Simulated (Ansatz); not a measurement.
`[F][Ga-]([F])([F])[SH2+]`, relaxed with RKS PBE0-D4/def2-TZVP in the Gaussian-basis code of Ansatz from a PBE-D4/def2-SVP geometry. The force threshold is 0.005 eV/Å; the program also tests the step.

Total charge 0; spin multiplicity 1.

Start:

```xyz
7

F    -0.551    1.827   -0.421
Ga    0.345    0.703    0.615
F     2.053    1.009    0.912
F    -0.602   -0.121    1.865
S     0.206   -1.223   -1.038
H    -0.697   -0.455   -1.717
H    -0.754   -1.741   -0.216
```

Q: By how much does the energy fall, and how many steps does the optimiser take? (Best estimate.)

A: Computed: 4.03 kJ/mol, in 6 steps.

Q: Which bonds change most? (Best estimate.)

A: The calculation gave: Ga2–S5 from 2.542 to 2.487 Å; S5–H6 from 1.366 to 1.346 Å; S5–H7 from 1.366 to 1.346 Å; F1–Ga2 from 1.772 to 1.753 Å.

Q: Give the relaxed structure. (Estimate.)

A: Computed: 
```xyz
7

F    -0.542    1.884   -0.363
Ga    0.314    0.714    0.622
F     2.025    0.951    0.863
F    -0.595   -0.058    1.906
S     0.216   -1.172   -0.996
H    -0.683   -0.524   -1.759
H    -0.735   -1.795   -0.274
```
